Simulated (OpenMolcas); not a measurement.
**Yb3+: moving or changing the point charges**

Yb3+ among 6 point charges of -1.5 e arranged as an octahedron (Oh), 2.38 Å from the ion.
```
   2.3800    0.0000    0.0000  -1.50
   0.0000    2.3800    0.0000  -1.50
  -2.3800    0.0000    0.0000  -1.50
   0.0000   -2.3800    0.0000  -1.50
   0.0000    0.0000    2.3800  -1.50
   0.0000    0.0000   -2.3800  -1.50
```

```json
{"Program": "OpenMolcas 26.06", "Method": "CASSCF", "Basis": "ANO-RCC-VTZP [8s7p5d3f2g1h]", "Scalar Hamiltonian": "DKH2, point nucleus", "Active space": "13 electrons in 7 orbitals (4f)", "State averaging": "2S+1 = 2 odd, 7 roots", "Spin-orbit coupling": "state interaction with AMFI integrals over the reference wave functions"}
```

Runs around this geometry, states (labels of O, the rotations of Oh). Energies in cm-1 above the lowest state or level, χT in cm3 K/mol; under a threefold ground state the first gap can be a small split of the lowest multiplet, not the spin-orbit step.

| R (Å) | Ground state | First state of that spin | First gap with spin-orbit (degeneracies) | Width of lowest J | χT at 300 K |
| --- | --- | --- | --- | --- | --- |
| 2.38 | 2T1 | 2T2 213.1 | 138.0 (2, 4) | 338 | 2.499 |
| 2.56 | 2T1 | 2T2 148.1 | 96.4 (2, 4) | 238 | 2.536 |
| 2.76 | 2T1 | 2T2 101.5 | 66.3 (2, 4) | 165 | 2.556 |

Taking the width of the lowest J multiplet as R^-n, n = -ln(165 / 338) / ln(2.76 / 2.38) = 4.8 between the shortest and longest distance.

Point charges carry no covalency, so the field is a model and not that of real ligands. No measured value stands beside these numbers.
